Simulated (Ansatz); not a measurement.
Worked example: a bond strength in CH6O3Sn (SMILES C[Sn](O)(O)O)

CH6O3Sn: 11 atoms, total charge 0, spin state singlet. As SMILES, `C[Sn](O)(O)O`. The shape was relaxed beforehand at B3LYP/def2-SVP. This is one conformer, not always the lowest.

```
atom    x (Å)    y (Å)    z (Å)
   C  -1.6565   0.8323   0.1633
  Sn   0.2492  -0.1251  -0.0245
   O   0.6405  -1.3508   1.4993
   O   1.7555   1.1802  -0.0940
   O   0.3883  -1.2285  -1.6799
   H  -1.4993   1.8672   0.4964
   H  -2.1551   0.8199  -0.8154
   H  -2.2557   0.2825   0.9018
   H   1.5114  -1.1556   1.8755
   H   2.3251   0.9993  -0.8561
   H   0.6966  -2.1215  -1.4665
```

Wanted: the dissociation energy of the Sn2–C1 bond into doublet SnH3O3 and doublet CH3 (shapes relaxed at B3LYP/def2-SVP, no zero-point term). 1 Eh = 2625.50 kJ/mol = 27.2114 eV. Totals in Eh; open shells run unrestricted unless said.

| level | program | CH6O3Sn | doublet SnH3O3 | doublet CH3 |
| --- | --- | --- | --- | --- |
| HF/def2-SVP (core potential) | Ansatz | -479.120157 | -439.503567 | -39.532747 |
| PBE/def2-SVP (core potential) | Ansatz | -481.218159 | -441.371989 | -39.740215 |
| r2SCAN/def2-SVP (core potential) | Ansatz | -481.459419 | -441.576597 | -39.780545 |

**Question.** Work out the dissociation energy at each level.

**Answer.** 
1. HF/def2-SVP (core potential): (-439.503567) + (-39.532747) − (-479.120157) = 0.083843 Eh = 220.1 kJ/mol = 2.28 eV.
2. PBE/def2-SVP (core potential): (-441.371989) + (-39.740215) − (-481.218159) = 0.105955 Eh = 278.2 kJ/mol = 2.88 eV.
3. r2SCAN/def2-SVP (core potential): (-441.576597) + (-39.780545) − (-481.459419) = 0.102277 Eh = 268.5 kJ/mol = 2.78 eV.

The levels span 220 to 278 kJ/mol; no measured value is set beside them. Hartree–Fock lacks the correlation of the electrons that are unpaired, so it comes out low. A bond enthalpy at 298 K also holds the loss of zero-point energy and thermal terms.
